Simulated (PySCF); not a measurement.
Species: C₇H₅FN₂.
Cartesian coordinates in Å at the GFN2-xTB level; atoms count from 1:
```
atom  x, y, z in Å
C1    -4.0092   -0.9703    0.5597
C2    -2.8494   -0.6885    0.4344
C3    -1.4750   -0.3670    0.2912
N4    -0.5863   -1.3095    0.5802
C5     0.6901   -1.0034    0.4441
C6     1.1386    0.2446    0.0206
C7     2.5767    0.6078   -0.1271
C8     0.1000    1.1399   -0.2483
F9     0.3945    2.3762   -0.6686
N10   -1.1713    0.8633   -0.1268
H11   -5.0240   -1.2158    0.6689
H12    1.3912   -1.7934    0.6826
H13    3.1928   -0.2865   -0.1799
H14    2.7270    1.2075   -1.0229
H15    2.9000    1.2032    0.7275
```

Closed-shell single points with PySCF (density fitting; grid level 2 and gas phase unless stated) on one GFN2-xTB geometry.

Question: Rank these settings by the dipole moment, lowest first.
A. PBE0/pcSseg-1
B. B3LYP/pcSseg-0, IEF-PCM cyclohexane, grid level 4
C. BHandHLYP/6-31G, IEF-PCM dichloromethane, grid level 4

Answer: A (2.44 D), B (2.83 D), C (3.45 D).

Question: Rank these settings by the LUMO energy, lowest first.
A. BHandHLYP/6-31G, IEF-PCM dichloromethane, grid level 4
B. PBE0/pcSseg-1
C. B3LYP/pcSseg-0, IEF-PCM cyclohexane, grid level 4

Answer: C (-1.99 eV), B (-1.82 eV), A (-0.58 eV).

All figures of these runs:

```tsv
settings	basis functions	SCF cycles	E (Eh)	HOMO (eV)	LUMO (eV)	dipole (D)
PBE0/pcSseg-1	195	14	-478.4378	-7.64	-1.82	2.44
BHandHLYP/6-31G, IEF-PCM dichloromethane, grid level 4	100	13	-478.6127	-8.41	-0.58	3.45
B3LYP/pcSseg-0, IEF-PCM cyclohexane, grid level 4	100	14	-477.9558	-7.42	-1.99	2.83
```

Cycle counts include a coarse-grid stage where the run had one. Geometry: GFN2-xTB; no vibrations or thermal averaging.
